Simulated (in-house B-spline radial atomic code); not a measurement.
Radial electron density of Xe IV (Xe3+), [Kr] 4d10 5s2 5p3. Computed with a B-spline radial code for spherical atoms: non-relativistic PBE0, spin-polarised, spherical fractional occupations, point nucleus, inside a hard spherical wall at 4.49 bohr.

Columns: r (bohr), 4πr²n(r) (electrons per bohr), bar.

```
 0.00123    1.852 #
  0.0015    2.675 #
 0.00184     3.88 ##
 0.00224    5.508 ###
 0.00274    7.808 ####
 0.00334    10.88 #####
 0.00409    15.04 #######
 0.00499    20.32 ##########
  0.0061    26.95 #############
 0.00745    34.77 #################
 0.00909    43.44 #####################
  0.0111    52.31 ##########################
  0.0136    60.37 ##############################
  0.0166    65.95 #################################
  0.0202    68.11 ##################################
  0.0247    66.65 #################################
  0.0302    62.93 ###############################
  0.0369    60.16 ##############################
  0.0451    62.06 ###############################
   0.055    70.14 ###################################
  0.0672    81.59 ########################################
  0.0821    89.19 ############################################
     0.1    86.81 ###########################################
   0.123    75.48 #####################################
    0.15    66.46 #################################
   0.183    67.96 ##################################
   0.223    75.04 #####################################
   0.273    72.48 ####################################
   0.333    54.15 ###########################
   0.407    32.96 ################
   0.497    25.11 ############
   0.607    28.49 ##############
   0.742    29.17 ##############
   0.906    21.75 ###########
    1.11    12.32 ######
    1.35    6.974 ###
    1.65    4.856 ##
    2.02     3.46 ##
    2.46    1.899 #
    3.01   0.6659 
    3.68   0.1208 
    4.45 0.0002211
```

On this grid the curve has 4 maxima, near 0.0202, 0.0821, 0.223, 0.742 bohr.

The 5p up radial function P(r) = rR(r), positive near the nucleus:

```tsv
r (bohr)	P
0.00184	0.0009568
0.00274	0.00207
0.00409	0.004448
0.0061	0.009367
0.00909	0.01917
0.0136	0.03791
0.0202	0.06961
0.0302	0.1171
0.0451	0.1679
0.0672	0.1801
0.1	0.0879
0.15	-0.1256
0.223	-0.2725
0.333	-0.07648
0.497	0.3397
0.742	0.3221
1.11	-0.3111
1.65	-0.8146
2.46	-0.6465
3.68	-0.1764
```
